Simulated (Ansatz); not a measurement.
Geometry optimisation, Ansatz, DFT LDA, scalar-relativistic, plane waves, PAW.

input.yaml

```yaml
crystal:
  lattice:
    - [5.048742, 0.0, 0.0]
    - [0.0, 5.048742, 0.0]
    - [0.0, 0.0, 16.135561]
  atoms:
    - { symbol: H, position: [0.42778688, 0.0, 0.06197491] }
    - { symbol: H, position: [0.07221316, 0.0, 0.06197491] }
    - { symbol: H, position: [0.92778692, 0.0, 0.06197491] }
    - { symbol: H, position: [0.5722132, 0.0, 0.06197491] }
    - { symbol: H, position: [0.42778688, 0.50000004, 0.06197491] }
    - { symbol: H, position: [0.07221316, 0.50000004, 0.06197491] }
    - { symbol: H, position: [0.92778692, 0.50000004, 0.06197491] }
    - { symbol: H, position: [0.5722132, 0.50000004, 0.06197491] }
    - { symbol: C, position: [0.25000002, 0.0, 0.10131039] }
    - { symbol: C, position: [0.75000006, 0.0, 0.10131039] }
    - { symbol: C, position: [0.25000002, 0.50000004, 0.10131039] }
    - { symbol: C, position: [0.75000006, 0.50000004, 0.10131039] }
    - { symbol: C, position: [0.25000002, 0.25000002, 0.156623] }
    - { symbol: C, position: [0.75000006, 0.25000002, 0.156623] }
    - { symbol: C, position: [0.25000002, 0.75000006, 0.156623] }
    - { symbol: C, position: [0.75000006, 0.75000006, 0.156623] }
    - { symbol: C, position: [0.0, 0.25000002, 0.21193561] }
    - { symbol: C, position: [0.50000004, 0.25000002, 0.21193561] }
    - { symbol: C, position: [0.0, 0.75000006, 0.21193561] }
    - { symbol: C, position: [0.50000004, 0.75000006, 0.21193561] }
    - { symbol: C, position: [0.0, 0.0, 0.26724822] }
    - { symbol: C, position: [0.50000004, 0.0, 0.26724822] }
    - { symbol: C, position: [0.0, 0.50000004, 0.26724822] }
    - { symbol: C, position: [0.50000004, 0.50000004, 0.26724822] }
    - { symbol: C, position: [0.25000002, 0.0969069, 0.31636334] }
    - { symbol: C, position: [0.75000006, 0.0969069, 0.31636334] }
    - { symbol: C, position: [0.25000002, 0.40309314, 0.31636334] }
    - { symbol: C, position: [0.75000006, 0.40309314, 0.31636334] }
    - { symbol: H, position: [0.75000006, 0.0208818, 0.38025084] }
    - { symbol: H, position: [0.25000002, 0.47911824, 0.38025084] }
    - { symbol: H, position: [0.75000006, 0.47911824, 0.38025084] }
    - { symbol: Cl, position: [0.50005222, 0.73182941, 0.36103862] }
basis:
  ecutwfc: 420.0
kpoints:
  mp_grid: { grid: [2, 2, 1] }
hamiltonian:
  xc: lda
  pseudopotentials: { kind: paw, azcp: { folder: soft_1 } }
scf:
  occupations: { method: gaussian, width: 0.05 }
  lower_state_search: "off"
relax:
  f_tol: 0.03
  max_steps: 60
  adjacent_minimum: "off"
  constraints: [{ sites: [0, 1, 2, 3, 4, 5, 6, 7, 8, 9, 10, 11, 12, 13, 14, 15] }]
```

Run as:

```bash
$ ansatz run input.yaml --threads 1 --pin off --max-ram 3072MiB --backend cpu --events-out ev --progress --plain --runs-dir out
```

**Question.** Where does it end, and by what steps?

**Answer.** It converged. Limits of this set-up: coarse k mesh, thin slab, slab without dipole correction, open-shell adsorbate without spin, PAW files made for another functional. After 13 steps the energy has fallen by 10.655 eV; Cl32 moved furthest, 1.98 Å. The start is strongly strained (largest force component 11 eV/Å), so its close contacts needn't be bonds. Parted: C22–Cl32 (2.03 → 2.78 Å), C24–Cl32 (1.91 → 3.71 Å). Joined: C25–Cl32 (2.35 → 1.79 Å).

```
step  energy less start (eV)  largest force component (eV/Å)  accepted
   0                  0.0000                          10.515       yes
   1                 -3.4096                           8.090       yes
   2                 -5.4600                           5.703       yes
   3                 -6.7680                           3.775       yes
   4                 -7.7100                           2.467       yes
   5                 -8.4396                           2.431       yes
   6                 -9.1461                           2.174       yes
   7                 -9.7430                           1.765       yes
   8                -10.1561                           1.292       yes
   9                -10.4653                           0.762       yes
  10                -10.6240                           0.256       yes
  11                -10.6491                           0.333       yes
  12                -10.6547                           0.052       yes
  13                -10.6549                           0.015       yes
```

```xyz
32
Lattice="5.0487 0.0000 0.0000 0.0000 5.0487 0.0000 0.0000 0.0000 16.1356" Properties=species:S:1:pos:R:3
H 2.160 0.000 1.000
H 0.365 0.000 1.000
H 4.684 0.000 1.000
H 2.889 0.000 1.000
H 2.160 2.524 1.000
H 0.365 2.524 1.000
H 4.684 2.524 1.000
H 2.889 2.524 1.000
C 1.262 0.000 1.635
C 3.787 0.000 1.635
C 1.262 2.524 1.635
C 3.787 2.524 1.635
C 1.262 1.262 2.527
C 3.787 1.262 2.527
C 1.262 3.787 2.527
C 3.787 3.787 2.527
C 0.002 1.265 3.338
C 2.522 1.265 3.338
C 0.000 3.786 3.475
C 2.524 3.786 3.475
C -0.005 0.085 4.302
C 2.529 0.085 4.302
C -0.001 2.440 4.300
C 2.525 2.440 4.300
C 1.262 0.467 5.090
C 3.787 0.458 5.100
C 1.262 2.079 5.092
C 3.787 2.076 5.102
H 3.787 0.034 6.115
H 1.262 2.477 6.117
H 3.787 2.501 6.120
Cl 1.262 4.898 6.770
```

Time of the run: 59 s on 1 thread of Arm Neoverse V2 (shared host), peak memory 0.53 GiB.
